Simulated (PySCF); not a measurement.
# Removing an electron from `COBP1[SiH2]CC[SiH2]1`

C₃H₁₂BOPSi₂.
SMILES with atom numbers: `[CH3:1][O:2][BH:3][P:4]1[SiH2:5][CH2:6][CH2:7][SiH2:8]1` (hydrogens: H9, H10, H11 on C1; H12 on B3; H13, H14 on Si5; H15, H16 on C6; H17, H18 on C7; H19, H20 on Si8)

Structure used (PBE0-D3(BJ)/def2-SVP), in Å, numbered top down from 1:
```xyz
20
C3H12BOPSi2 angstrom
C      3.0344   -0.2266   -0.8967
O      2.5769    0.7840   -0.0346
B      1.4932    0.7052    0.7550
P      0.3847   -0.8743    0.8622
Si    -1.4780   -0.0595    1.8534
C     -2.8200   -0.3887    0.5530
C     -2.3008   -0.0032   -0.8377
Si    -0.6225   -0.8245   -1.1671
H      2.6863   -1.2241   -0.5778
H      4.1337   -0.2126   -0.8961
H      2.6827   -0.0384   -1.9228
H      1.2904    1.6574    1.4739
H     -1.7702   -0.7586    3.1409
H     -1.3481    1.4060    2.1293
H     -3.0662   -1.4645    0.5916
H     -3.7473    0.1507    0.8106
H     -3.0180   -0.2650   -1.6343
H     -2.1460    1.0883   -0.9010
H     -0.7992   -2.2205   -1.6760
H      0.1773   -0.0687   -2.1803
```

Level: PBE0/def2-SVPD (PySCF). Frontier orbitals with their largest atomic shares (Löwdin; up to four atoms above 4 %):

| orbital | ε (eV) | main atoms |
| --- | --- | --- |
| HOMO−3 | -8.52 | C7 18 %, C6 16 %, Si5 16 %, Si8 14 % |
| HOMO−2 | -8.26 | P4 31 %, Si5 20 %, C6 14 %, O2 10 % |
| HOMO−1 | -8.10 | P4 32 %, Si8 17 %, B3 14 %, O2 12 % |
| HOMO | -6.85 | ? |
| LUMO | -0.78 | B3 29 %, P4 19 %, O2 13 %, Si8 12 % |
| LUMO+1 | -0.16 | P4 18 %, Si5 16 %, Si8 15 %, B3 7 % |
| LUMO+2 | 0.46 | B3 24 %, Si8 11 %, Si5 9 %, C1 8 % |

**Question.** What vertical ionisation energy does ΔSCF give, and how far is −ε(HOMO) from it?

**Answer.** ΔSCF: 8.50 eV (820 kJ/mol; threshold wavelength 146 nm); ⟨S²⟩ of the doublet left behind is 0.756, against 0.75 for a pure doublet. −ε(HOMO) is 6.85 eV, 1.65 eV below it. In exact Kohn–Sham theory the two would be equal; PBE0 (global hybrid, 25 % exact exchange) falls short of its own ΔSCF value by 19 %. Holes in the HOMO−1 and HOMO−2 were tried too where these lie within 1.2 eV of the HOMO; the lowest converged state counts.

**Question.** On which atoms does the HOMO lie?

**Answer.** P4 (three-coordinate phosphorus) 54 %, B3 (three-coordinate boron) 12 %, Si5 (SiH2 silicon) 8 %, Si8 (SiH2 silicon) 7 %. The HOMO−1 lies 1.25 eV lower.

**Question.** With α = 134.6 au, estimate the like-pair dispersion coefficient by London's formula C6 = (3/4)α²I.

**Answer.** I = 0.3122 Eh, so C6 ≈ 4240 au, a rough estimate.

**Question.** Shift the occupied levels rigidly so that −ε(HOMO) equals the ΔSCF value. What binding energies result?

**Answer.** The shift is +1.65 eV: HOMO 8.50, HOMO−1 9.75, HOMO−2 9.91, HOMO−3 10.17 eV. A rigid shift is only a rough guide to the deeper ionisations.

**Question.** What kinetic energy would electrons from this vertical process carry with He II light (40.814 eV)?

**Answer.** 40.81 − 8.50 = 32.31 eV.

**Question.** What total energies stand behind the ΔSCF value?

**Answer.** E(N) = -1140.95664 Eh and E(N − 1) = -1140.64443 Eh at the same geometry, 0.31221 Eh apart.

The structure is a single PBE0-D3(BJ)/def2-SVP conformer in the gas phase; no vibrational or solvent corrections.

The run behind these numbers computed excited states and ΔSCF ions as well. The run took 4.1 min on one thread, Arm Neoverse N1, on a shared host.
